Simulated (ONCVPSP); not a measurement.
Which change was made? (Ar, ONCV)

ONCVPSP 4.0.1 input, shortened (lines: element, Z, core and valence counts, functional; n l f; lmax; l rc ep ncon nbas qcut; lloc lpopt rc5 dvloc0; l nproj debl; icmod fcfact rcfact), PW91, non-relativistic:

```
  Ar 18.00    3    2  -109134      upf
    1    0    2.00
    2    0    2.00
    2    1    6.00
    3    0    2.00
    3    1    6.00
    2
    0    1.20    0.00    3    7    6.20
    1    1.10    0.00    3    8    9.00
    2    1.25    0.09    4    7    8.30
    4    1    1.05    3.00
    0    2    1.00
    1    2    2.50
    2    1    3.40
    0    0.00    0.00
```

Cutoffs, loose and tight: the cutoffs (Ha) at which the residual kinetic energy of the hardest occupied pseudo-wave falls to 1 and 0.1 mHa per electron. They do not see the model core or the augmentation charge, which bear on the density cutoff. Test errors are all-electron minus pseudo excitation energies from the reference, over the configurations 3s2 3p5; 3s2 3p4; 3s2 3p3; 3s2 3p2; variants that change the core or the reference have their own tests.

The base gives: outcome: generated; cutoff, loose: 18 Ha; cutoff, tight: 54 Ha; bound ghosts: none; GHOST(+) flags above zero: s; largest test error (meV): +157.

After one change the result is: outcome: generated; cutoff, loose: 44 Ha; cutoff, tight: 59 Ha; bound ghosts: p; GHOST(+) flags above zero: s; largest test error (meV): +133. Which change was it?
A. core correction Teter function, fcfact 4, rcfact 1.5
B. all radii scaled by about 1.27 (s 1.52, p 1.40, d 1.58 bohr); local potential polynomial inside 1.32 bohr (lpopt 1, dvloc0 3 Ha)
C. s: qcut 8.9; p: qcut 12.9; d: qcut 11.9

C. The others give: core correction Teter function, fcfact 4, rcfact 1.5 → outcome: generated; cutoff, loose: 18 Ha; cutoff, tight: 54 Ha; bound ghosts: none; GHOST(+) flags above zero: s; largest test error (meV): +122 | all radii scaled by about 1.27 (s 1.52, p 1.40, d 1.58 bohr); local potential polynomial inside 1.32 bohr (lpopt 1, dvloc0 3 Ha) → outcome: generated; cutoff, loose: 19 Ha; cutoff, tight: 27 Ha; bound ghosts: none; GHOST(+) flags above zero: none; largest test error (meV): +198.
